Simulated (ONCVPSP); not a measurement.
## What the settings do to the ONCV potential of cadmium

Base potential:

```json
{
 "Element": "Cd (Z = 48)",
 "Generator": "ONCVPSP 4.0.1",
 "Type": "optimised norm-conserving Vanderbilt (ONCV)",
 "Functional": "PBE",
 "Relativity": "scalar-relativistic",
 "Frozen core": "[Ar] 3d10",
 "Valence charge": "20",
 "Reference configuration": "4s2 4p6 4d10 5s2",
 "Partial waves": "4s+5s: rc 1.45 bohr, ncon 3, nbas 6, qcut 9.7 1/bohr, 2 projectors; 4p: rc 1.40 bohr, ncon 4, nbas 9, qcut 10 1/bohr, 1 projector; 4d: rc 1.50 bohr, ncon 4, nbas 9, qcut 12.7 1/bohr, 3 projectors, debl 2.2 Ha",
 "Local potential": "polynomial inside 1.10 bohr (lpopt 4, dvloc0 4 Ha)",
 "Core correction": "none"
}
```

Cutoffs, loose and tight: the cutoffs (Ha) at which the residual kinetic energy of the hardest occupied pseudo-wave falls to 1 and 0.1 mHa per electron. They do not see the model core or the augmentation charge, which bear on the density cutoff. Test errors are all-electron minus pseudo excitation energies from the reference, over the configurations 4s2 4p6 4d10 5s1; 4s2 4p6 4d10 5s0; 4s2 4p6 4d9 5s0; 4s2 4p5 4d10 5s2. A dash means not determined; rows that change the core or the reference have their own tests.

| change | outcome | cutoff, loose | cutoff, tight | bound ghosts | GHOST(+) flags above zero | largest test error (meV) |
| --- | --- | --- | --- | --- | --- | --- |
| base | generated | 41 Ha | 49 Ha | none | none | -65 |
| all radii scaled by about 0.81 (s 1.18, p 1.14, d 1.22 bohr); local potential polynomial inside 0.88 bohr (lpopt 4, dvloc0 4 Ha) | generated | 41 Ha | 50 Ha | none | s | -48 |
| all radii scaled by about 0.87 (s 1.26, p 1.22, d 1.30 bohr); local potential polynomial inside 0.96 bohr (lpopt 4, dvloc0 4 Ha) | generated | 40 Ha | 50 Ha | none | none | -52 |
| all radii scaled by about 0.95 (s 1.38, p 1.32, d 1.42 bohr); local potential polynomial inside 1.04 bohr (lpopt 4, dvloc0 4 Ha) | generated | 41 Ha | 50 Ha | none | none | -61 |
| all radii scaled by about 1.05 (s 1.52, p 1.48, d 1.58 bohr); local potential polynomial inside 1.16 bohr (lpopt 4, dvloc0 4 Ha) | generated | 40 Ha | 48 Ha | none | none | -74 |
| all radii scaled by about 1.23 (s 1.78, p 1.72, d 1.84 bohr); local potential polynomial inside 1.36 bohr (lpopt 4, dvloc0 4 Ha) | failed: ERROR pspot: first pseudo wave function has node, program will stop | – | – | – | – | – |
| all radii scaled by about 1.33 (s 1.92, p 1.86, d 2.00 bohr); local potential polynomial inside 1.46 bohr (lpopt 4, dvloc0 4 Ha) | generated | 32 Ha | 38 Ha | none | none | -134 |

Q: What comes out with this change to the base: all radii scaled by about 1.16 (s 1.68, p 1.62, d 1.74 bohr); local potential polynomial inside 1.28 bohr (lpopt 4, dvloc0 4 Ha)?

A: outcome: generated; cutoff, loose: 31 Ha; cutoff, tight: 36 Ha; bound ghosts: none; GHOST(+) flags above zero: none; largest test error (meV): -111.

Reading the sweep of the scale of all radii (base = 1) (base included, trends over the rows without a ghost): The loose cutoff is not monotonic: lowest 31 Ha at 1.16, highest 41 Ha at 0.81. The median size of the test errors (rows with all tests solved) rises from 6.3 meV at 0.81 to 9.4 meV at 1.33. More of the atom is replaced by a form fitted at one configuration, so other configurations suffer as the radius grows. The generation fails at 1.23.
